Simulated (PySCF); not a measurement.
PySCF input file for C6H6, SMILES c1ccccc1, B3LYP-D3(BJ)/def2-SVP. Coordinates come from a B3LYP-D3(BJ)/def2-SVP optimisation.

```python
import numpy as np
from pyscf import gto, scf, dft, df
from pyscf.hessian import thermo

mol = gto.M(
    atom='''
    C     1.39825621    0.00000000    0.00000000
    C     0.69912811    1.21092539    0.00000000
    C    -0.69912810    1.21092540    0.00000000
    C    -1.39825621    0.00000000    0.00000000
    C    -0.69912811   -1.21092539    0.00000000
    C     0.69912810   -1.21092540    0.00000000
    H     2.49114271    0.00000000    0.00000000
    H     1.24557136    2.15739287    0.00000000
    H    -1.24557135    2.15739287    0.00000000
    H    -2.49114271    0.00000000    0.00000000
    H    -1.24557136   -2.15739287    0.00000000
    H     1.24557135   -2.15739287    0.00000000
    ''',
    basis='def2-SVP',
    charge=0,
    spin=0,
    max_memory=1600,
    verbose=3,
)
mf = dft.RKS(mol, xc='b3lyp').density_fit(auxbasis='def2-universal-jkfit')
mf.disp = 'd3bj'
mf.grids.level = 3
mf.conv_tol = 1e-11
mf.max_cycle = 100
mf.kernel()

# [left out here: the lines that compute and print the analytic Hessian (its translational invariance restored by hand, since the grid's response is missing), thermochemistry and intensities]
```

It prints:

```
converged SCF energy = -232.10365354087

WARN: DFTD3 does not support analytical Hessian, using finite difference


WARN: Mole.unit (angstrom) is changed to Bohr

Mode                                 0                   1                   2
Irrep
Freq [cm^-1]                      418.0769            418.0970            621.1684
Reduced mass [au]                   2.8346              2.8347              6.0577
Force const [Dyne/A]                0.2919              0.2919              1.3771
Char temp [K]                     601.5196            601.5485            893.7230
Normal mode                   x     y     z       x     y     z       x     y     z
       0   C                 0.00  0.00 -0.14   -0.00 -0.00  0.00   -0.00  0.06 -0.00
       1   C                 0.00  0.00  0.07   -0.00  0.00 -0.12    0.09  0.09  0.00
       2   C                 0.00 -0.00  0.07    0.00  0.00  0.12    0.09 -0.09 -0.00
       3   C                 0.00 -0.00 -0.14    0.00 -0.00  0.00    0.00 -0.06  0.00
       4   C                -0.00 -0.00  0.07    0.00 -0.00 -0.12   -0.09 -0.09 -0.00
       5   C                -0.00  0.00  0.07   -0.00 -0.00  0.12   -0.09  0.09  0.00
       6   H                 0.00 -0.00 -0.31   -0.00 -0.00  0.00   -0.00 -0.09  0.00
       7   H                 0.00  0.00  0.16    0.00  0.00 -0.27    0.02  0.13  0.00
       8   H                 0.00 -0.00  0.16   -0.00  0.00  0.27    0.02 -0.13 -0.00
       9   H                 0.00  0.00 -0.31    0.00 -0.00  0.00    0.00  0.09  0.00
      10   H                 0.00 -0.00  0.16   -0.00  0.00 -0.27   -0.02 -0.13 -0.00
      11   H                -0.00  0.00  0.16   -0.00 -0.00  0.27   -0.02  0.13  0.00
Mode                                 3                   4                   5
Irrep
Freq [cm^-1]                      621.2537            693.2229            733.8252
Reduced mass [au]                   6.0578              1.0850              3.2362
[...]
Reduced mass [au]                   1.3049              1.6190              1.6190
Force const [Dyne/A]                0.8300              1.0704              1.0705
Char temp [K]                    1494.8719           1524.1223           1524.1522
Normal mode                   x     y     z       x     y     z       x     y     z
       0   C                 0.00  0.00  0.06    0.00 -0.06  0.00   -0.09 -0.00  0.00
       1   C                -0.00 -0.00 -0.06    0.06  0.05 -0.00    0.02 -0.06 -0.00
       2   C                 0.00 -0.00  0.06   -0.06  0.05  0.00    0.02  0.06  0.00
       3   C                 0.00  0.00 -0.06    0.00 -0.06 -0.00   -0.09 -0.00  0.00
       4   C                -0.00  0.00  0.06    0.06  0.05  0.00    0.02 -0.06  0.00
       5   C                -0.00  0.00 -0.06   -0.06  0.05 -0.00    0.02  0.06 -0.00
       6   H                 0.00  0.00 -0.35    0.00 -0.43 -0.00   -0.10 -0.00 -0.00
       7   H                -0.00 -0.00  0.35    0.23 -0.04  0.00    0.30 -0.23  0.00
       8   H                 0.00 -0.00 -0.35   -0.23 -0.04 -0.00    0.30  0.23 -0.00
       9   H                 0.00  0.00  0.35    0.00 -0.43  0.00   -0.10 -0.00  0.00
      10   H                -0.00  0.00 -0.35    0.23 -0.04 -0.00    0.30 -0.23 -0.00
      11   H                -0.00  0.00  0.35   -0.23 -0.04  0.00    0.30  0.23  0.00
Mode                                15                  16                  17
Irrep
Freq [cm^-1]                     1163.0130           1185.0649           1185.0718
Reduced mass [au]                   1.0601              1.1190              1.1190
Force const [Dyne/A]                0.8448              0.9259              0.9259
Char temp [K]                    1673.3168           1705.0445           1705.0544
Normal mode                   x     y     z       x     y     z       x     y     z
       0   C                -0.00  0.03  0.00    0.00  0.00  0.00   -0.00  0.05  0.00
       1   C                 0.02 -0.01 -0.00    0.04 -0.03 -0.00    0.03 -0.01 -0.00
       2   C                -0.02 -0.01  0.00   -0.04 -0.03  0.00    0.03  0.01  0.00
       3   C                -0.00  0.03  0.00   -0.00 -0.00  0.00    0.00 -0.05  0.00
       4   C                 0.02 -0.01  0.00   -0.04  0.03 -0.00   -0.03  0.01 -0.00
       5   C                -0.02 -0.01 -0.00    0.04  0.03 -0.00   -0.03 -0.01 -0.00
       6   H                -0.00  0.40  0.00    0.00  0.00 -0.00   -0.00  0.54 -0.00
       7   H                 0.34 -0.20 -0.00    0.41 -0.24  0.00    0.24 -0.13  0.00
       8   H                -0.34 -0.20  0.00   -0.41 -0.24  0.00    0.24  0.13  0.00
       9   H                -0.00  0.40  0.00   -0.00 -0.00 -0.00    0.00 -0.54  0.00
      10   H                 0.34 -0.20 -0.00   -0.41  0.24  0.00   -0.24  0.13  0.00
      11   H                -0.34 -0.20  0.00    0.41  0.24 -0.00   -0.24 -0.13  0.00
Mode                                18                  19                  20
Irrep
Freq [cm^-1]                     1365.9198           1366.8154           1510.5328
Reduced mass [au]                   1.2486              7.5752              2.1389
Force const [Dyne/A]                1.3725              8.3381              2.8755
Char temp [K]                    1965.2545           1966.5431           2173.3203
Normal mode                   x     y     z       x     y     z       x     y     z
       0   C                 0.00  0.05 -0.00    0.00 -0.11 -0.00    0.04 -0.08 -0.00
       1   C                -0.05  0.03  0.00   -0.10  0.06  0.00    0.02  0.07  0.00
       2   C                -0.05 -0.03  0.00    0.10  0.06 -0.00   -0.10 -0.03  0.00
       3   C                -0.00 -0.05 -0.00    0.00 -0.11 -0.00    0.04 -0.08 -0.00
       4   C                 0.05 -0.03  0.00   -0.10  0.06  0.00    0.02  0.07  0.00
       5   C                 0.05  0.03  0.00    0.10  0.06  0.00   -0.10 -0.03 -0.00
       6   H                -0.00 -0.36  0.00    0.00  0.09  0.00    0.06  0.28  0.00
       7   H                 0.31 -0.18 -0.00    0.08 -0.05 -0.00    0.10  0.04 -0.00
       8   H                 0.31  0.18 -0.00   -0.08 -0.05  0.00    0.28  0.20 -0.00
       9   H                -0.00  0.36  0.00    0.00  0.09  0.00    0.06  0.28  0.00
      10   H                -0.31  0.18  0.00    0.08 -0.05  0.00    0.10  0.04 -0.00
      11   H                -0.31 -0.18  0.00   -0.08 -0.05 -0.00    0.28  0.20  0.00
Mode                                21                  22                  23
Irrep
Freq [cm^-1]                     1510.5331           1653.5379           1653.5391
Reduced mass [au]                   2.1390              5.7648              5.7649
Force const [Dyne/A]                2.8755              9.2868              9.2869
Char temp [K]                    2173.3209           2379.0729           2379.0746
Normal mode                   x     y     z       x     y     z       x     y     z
       0   C                 0.05  0.07 -0.00   -0.00 -0.14 -0.00   -0.06  0.00  0.00
       1   C                -0.10  0.04  0.00   -0.03  0.08  0.00    0.12 -0.04 -0.00
       2   C                 0.00 -0.07 -0.00   -0.04 -0.08 -0.00   -0.12 -0.03  0.00
       3   C                 0.05  0.07 -0.00    0.00  0.14 -0.00    0.06 -0.00  0.00
       4   C                -0.10  0.04 -0.00    0.03 -0.08 -0.00   -0.12  0.04 -0.00
       5   C                 0.00 -0.07  0.00    0.04  0.08  0.00    0.12  0.03 -0.00
       6   H                 0.06 -0.24  0.00   -0.00  0.17  0.00   -0.07 -0.00 -0.00
       7   H                 0.30 -0.19 -0.00    0.10  0.01  0.00   -0.11  0.10  0.00
       8   H                 0.14 -0.01 -0.00    0.10 -0.01 -0.00    0.10  0.10  0.00
       9   H                 0.06 -0.24 -0.00    0.00 -0.17 -0.00    0.07  0.00  0.00
      10   H                 0.30 -0.19 -0.00   -0.10 -0.01 -0.00    0.11 -0.10  0.00
      11   H                 0.14 -0.01  0.00   -0.10  0.01  0.00   -0.10 -0.10 -0.00
Mode                                24                  25                  26
Irrep
Freq [cm^-1]                     3167.2940           3176.9606           3176.9653
Reduced mass [au]                   1.0843              1.0888              1.0888
Force const [Dyne/A]                6.4085              6.4748              6.4748
Char temp [K]                    4557.0309           4570.9389           4570.9458
Normal mode                   x     y     z       x     y     z       x     y     z
       0   C                -0.03  0.00 -0.00    0.00  0.00  0.00    0.05 -0.00 -0.00
       1   C                 0.02  0.03  0.00   -0.02 -0.04 -0.00   -0.01 -0.02  0.00
       2   C                 0.02 -0.03 -0.00   -0.02  0.03 -0.00    0.02 -0.02  0.00
       3   C                -0.03 -0.00 -0.00   -0.00 -0.00 -0.00   -0.05  0.00 -0.00
       4   C                 0.02  0.03  0.00    0.02  0.04  0.00    0.01  0.02  0.00
       5   C                 0.02 -0.03  0.00    0.02 -0.03  0.00   -0.02  0.02 -0.00
       6   H                 0.39 -0.00  0.00   -0.06 -0.00 -0.00   -0.55  0.00 -0.00
       7   H                -0.20 -0.34  0.00    0.25  0.44 -0.00    0.11  0.19  0.00
       8   H                -0.20  0.34 -0.00    0.22 -0.39 -0.00   -0.16  0.28  0.00
       9   H                 0.39  0.00 -0.00    0.06  0.00  0.00    0.55 -0.00  0.00
      10   H                -0.20 -0.34 -0.00   -0.25 -0.44 -0.00   -0.11 -0.19 -0.00
      11   H                -0.20  0.34 -0.00   -0.22  0.39 -0.00    0.16 -0.28  0.00
Mode                                27                  28                  29
Irrep
Freq [cm^-1]                     3191.3764           3191.3777           3200.5877
Reduced mass [au]                   1.0967              1.0967              1.1014
Force const [Dyne/A]                6.5809              6.5809              6.6473
Char temp [K]                    4591.6801           4591.6820           4604.9331
Normal mode                   x     y     z       x     y     z       x     y     z
       0   C                 0.05 -0.00 -0.00   -0.01 -0.00 -0.00   -0.04  0.00  0.00
       1   C                 0.01  0.03  0.00    0.02  0.03  0.00   -0.02 -0.03 -0.00
       2   C                 0.01 -0.02  0.00   -0.02  0.04 -0.00    0.02 -0.03  0.00
       3   C                 0.05 -0.00 -0.00   -0.01 -0.00  0.00    0.04 -0.00 -0.00
       4   C                 0.01  0.03  0.00    0.02  0.03  0.00    0.02  0.03  0.00
       5   C                 0.01 -0.02  0.00   -0.02  0.04 -0.00   -0.02  0.03 -0.00
       6   H                -0.54  0.00 -0.00    0.08  0.00  0.00    0.39 -0.00  0.00
       7   H                -0.17 -0.29  0.00   -0.22 -0.37  0.00    0.19  0.34 -0.00
       8   H                -0.10  0.18  0.00    0.26 -0.44 -0.00   -0.19  0.34  0.00
       9   H                -0.54  0.00 -0.00    0.08  0.00  0.00   -0.39  0.00 -0.00
      10   H                -0.17 -0.29 -0.00   -0.22 -0.37 -0.00   -0.19 -0.34 -0.00
      11   H                -0.10  0.18 -0.00    0.26 -0.44  0.00    0.19 -0.34  0.00
temperature 298.1500 [K]
pressure 101325.00 [Pa]
Rotational constants [GHz] 5.66472 5.66472 2.83236
Symmetry number 12
Zero-point energy (ZPE) 0.10057 [Eh]   264045.573 [J/mol]
                           tot       elec      trans        rot        vib
Entropy [J/mol/K]       267.934      0.000    163.100     86.754     18.081
Cv [J/mol/K]             71.346      0.000     12.472     12.472     46.402
Cp [J/mol/K]             79.660      0.000     20.786     12.472     46.402
Internal energy [J/mol]                      3718.434   3718.434 268078.549
Internal energy [Eh]   -231.99872  -232.10365
Enthalpy [J/mol]                             6197.391   3718.434 268078.549
Enthalpy [Eh]          -231.99777
Gibbs free energy [J/mol]                  -42430.742 -22147.263 262687.754
Gibbs free energy [Eh] -232.02820
mode   freq/cm-1   IR/(km/mol)
   1      418.08         0.000
   2      418.10         0.000
   3      621.17         0.000
   4      621.25         0.000
   5      693.22        80.925
   6      733.83         0.000
   7      869.52         0.000
   8      869.52         0.000
   9     1003.35         0.000
  10     1003.36         0.000
  11     1014.74         0.000
  12     1022.61         0.000
  13     1038.99         0.000
  14     1059.32         4.667
  15     1059.34         4.666
  16     1163.01         0.000
  17     1185.06         0.000
  18     1185.07         0.000
  19     1365.92         0.000
  20     1366.82         0.000
  21     1510.53         7.294
  22     1510.53         7.296
  23     1653.54         0.000
  24     1653.54         0.000
  25     3167.29         0.000
  26     3176.96         0.000
  27     3176.97         0.000
  28     3191.38        31.447
  29     3191.38        31.440
  30     3200.59         0.000
max |gradient| / (hartree/bohr): 3.152241365679076e-05
APT charges: [-0.0257 -0.0257 -0.0257 -0.0257 -0.0257 -0.0257  0.0257  0.0257  0.0257
  0.0257  0.0257  0.0257]
```

Self-consistency was reached.
